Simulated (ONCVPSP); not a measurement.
## Building the ONCV potential for Mn (LDA (Perdew-Wang 92), scalar-relativistic).

- Element: Mn (Z = 25)
- Generator: ONCVPSP 4.0.1
- Type: optimised norm-conserving Vanderbilt (ONCV)
- Functional: LDA (Perdew-Wang 92)
- Relativity: scalar-relativistic
- Frozen core: [Ne] 3s2
- Valence charge: 13
- Reference configuration: 3p6 3d5 4s2
- Partial waves: 4s: rc 1.95 bohr, ncon 4, nbas 9, qcut 2.9 1/bohr, 1 projector; 3p: rc 1.25 bohr, ncon 4, nbas 9, qcut 10.6 1/bohr, 2 projectors, debl 1 Ha; 3d: rc 1.10 bohr, ncon 4, nbas 9, qcut 14.7 1/bohr, local
- Local potential: the d channel
- Core correction: none

In the p channel the program set the typed energies aside and used -2.002, 0.250 Ha.

- Cutoffs needed: 78 Ha and 89 Ha (the cutoffs (Ha) at which the residual kinetic energy of the hardest occupied pseudo-wave falls to 1 and 0.1 mHa per electron)
- Ghost test: ghosts flagged at negative energy: s at -400.7 eV; GHOST(+) flagged for s at 20.1 eV, p at 82.0 eV; a true bound ghost makes a file unfit for plane-wave use
- Configuration tests: 2 of 4 tests not solved or not reliable
